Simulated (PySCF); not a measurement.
C2H6SSe, SMILES [SeH]CSC, singlet, B3LYP/def2-SVP optimised geometry.

```
10

C      1.42    -0.62     0.00
S     -0.40    -0.62     0.00
C     -0.74     1.16     0.00
Se    -0.20     2.21    -1.60
H      1.74    -1.67    -0.09
H      1.80    -0.05    -0.86
H      1.82    -0.20     0.94
H     -1.82     1.27     0.14
H     -0.24     1.67     0.84
H     -1.00     1.40    -2.54
```

Density from B3LYP/def2-TZVP run with PySCF 2.14.0 at that geometry.

Minimum of the electron density along straight lines between bonded atoms, close to the bond critical point (lines longer than 1.1 times the sum of covalent radii, or with two minima, are not listed):

| bond | length / Å | ρ at the minimum / e bohr⁻³ | ∇²ρ there / e bohr⁻⁵ | position (fraction from the first atom) |
|---|---|---|---|---|
| C1–S2 | 1.819 | 0.181 | -0.30 | 0.47 |
| S2–C3 | 1.811 | 0.183 | -0.30 | 0.52 |
| C3–Se4 | 1.990 | 0.139 | -0.13 | 0.48 |
| C1–H5 | 1.099 | 0.275 | -0.93 | 0.65 |
| C1–H6 | 1.100 | 0.276 | -0.94 | 0.65 |
| C1–H7 | 1.101 | 0.274 | -0.93 | 0.64 |
| C3–H8 | 1.098 | 0.280 | -0.96 | 0.65 |
| C3–H9 | 1.101 | 0.277 | -0.95 | 0.65 |
| Se4–H10 | 1.476 | 0.175 | -0.32 | 0.63 |
